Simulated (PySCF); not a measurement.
C6H9B2N.
Numbering: `[BH2:1][N:2]([BH2:3])[c:4]1[cH:5][cH:6][cH:7][cH:8][cH:9]1`

Geometry (PBE0-D3(BJ)/def2-SVP, Å), atoms numbered from 1 in this order:
```xyz
18
C6H9B2N angstrom
B     -2.257    0.310   -1.377
N     -1.711    0.154   -0.064
B     -2.563    0.200    1.083
C     -0.305   -0.053    0.101
C      0.167   -1.141    0.838
C      1.537   -1.338    0.999
C      2.447   -0.452    0.424
C      1.977    0.633   -0.313
C      0.609    0.834   -0.474
H     -3.441    0.498   -1.488
H     -1.525    0.246   -2.334
H     -2.082    0.086    2.184
H     -3.745    0.360    0.917
H     -0.546   -1.840    1.279
H      1.894   -2.195    1.574
H      3.521   -0.609    0.550
H      2.681    1.336   -0.764
H      0.239    1.691   -1.041
```

NICS = −σ at a ghost point: NICS(0) at the centroid of the ring atoms, NICS(1) 1 Å to either side along the normal of their mean plane, zz for the tensor component along that normal. Level: GIAO PBE0/pcSseg-1 (PySCF, non-relativistic, gas phase) on the PBE0-D3(BJ)/def2-SVP geometry, one conformer.

Ring bond lengths (Å), with Mayer bond orders in brackets: C4–C5 1.397 (1.43), C5–C6 1.393 (1.44), C6–C7 1.394 (1.43), C7–C8 1.394 (1.43), C8–C9 1.393 (1.44), C9–C4 1.397 (1.43).

Problem. What do the NICS probes read (ppm)?

Solution. 
| ring | type | NICS(0) | NICS(1), two faces | NICS(1)zz, two faces | rms pucker (Å) | centre to ring atoms, mean (Å) |
| --- | --- | --- | --- | --- | --- | --- |
| C4–C5–C6–C7–C8–C9 | 6-membered carbocycle; formal bonds all aromatic | -9.4 | -11.2 / -11.2 | -28.4 / -28.4 | 0.00 | 1.39 |

Problem. What can be read from them?

Solution. 
- C4–C5–C6–C7–C8–C9: mean NICS(1)zz -28.4 ppm, shielded. The ring is flat and has no four-coordinate atom; by the NICS criterion it is aromatic.

Problem. How equal are the bonds by HOMA? Use HOMA with the parameters of Krygowski (1993).

Solution. 
- C4–C5–C6–C7–C8–C9: HOMA 0.99 = 1 − EN − GEO, with mean bond length 1.394 Å, EN = α(Ropt − mean)² = 0.011 and GEO = α × variance = 0.001. The geometric and the magnetic index point the same way.

Problem. Give the inner angles of the rings and the Hirshfeld charges of the ring atoms.

Solution. 
- C4–C5–C6–C7–C8–C9: C4 119.4° (+0.056 e), C5 120.2° (-0.052 e), C6 120.3° (-0.045 e), C7 119.5° (-0.051 e), C8 120.3° (-0.045 e), C9 120.3° (-0.052 e); sum 720.0° against 720° for a flat convex ring.

Problem. What are the shieldings of the ring atoms and their hydrogens in the same run (means over atoms taken as equivalent)?

Solution. 
| atoms | environment | σ isotropic (ppm) | principal values of the symmetric part, first atom (ppm) |
| --- | --- | --- | --- |
| C4 | aromatic carbon bearing nitrogen | 26.2 | -67.3, 8.4, 137.5 |
| C5 (×2) | aromatic CH carbon | 54.1 | -41.0, 43.1, 160.4 |
| C6 (×2) | aromatic CH carbon | 50.2 | -59.2, 36.2, 173.7 |
| C7 | aromatic CH carbon | 53.2 | -57.6, 39.7, 177.5 |
| H14 (×2) | aromatic hydrogen | 24.03 | 20.7, 23.6, 27.8 |
| H15 (×2) | aromatic hydrogen | 23.80 | 20.5, 24.3, 26.6 |
| H16 | aromatic hydrogen | 23.90 | 20.8, 24.5, 26.4 |

Problem. How do the values depend on the level or the medium?

Solution. 
```json
{"level": "PBE0/pcSseg-1, gas", "NICS(0), C4–C5–C6–C7–C8–C9": "-9.4", "mean NICS(1)zz, C4–C5–C6–C7–C8–C9": "-28.4"}
{"level": "wB97X-D/pcSseg-1, gas", "NICS(0), C4–C5–C6–C7–C8–C9": "-9.3", "mean NICS(1)zz, C4–C5–C6–C7–C8–C9": "-28.5"}
{"level": "PBE0/pcSseg-1, IEF-PCM acetone", "NICS(0), C4–C5–C6–C7–C8–C9": "-9.2", "mean NICS(1)zz, C4–C5–C6–C7–C8–C9": "-28.5"}
{"level": "PBE0/pcSseg-1, IEF-PCM chloroform", "NICS(0), C4–C5–C6–C7–C8–C9": "-9.2", "mean NICS(1)zz, C4–C5–C6–C7–C8–C9": "-28.4"}
```

The geometry is the same throughout; the continuum's cavity takes Bondi-type radii × 1.2.

Time: 29 s; peak memory 0.85 GiB. Hardware: Arm Neoverse V1, one thread, no GPU, shared host. This is the whole shielding run at PBE0/pcSseg-1, SCF included.
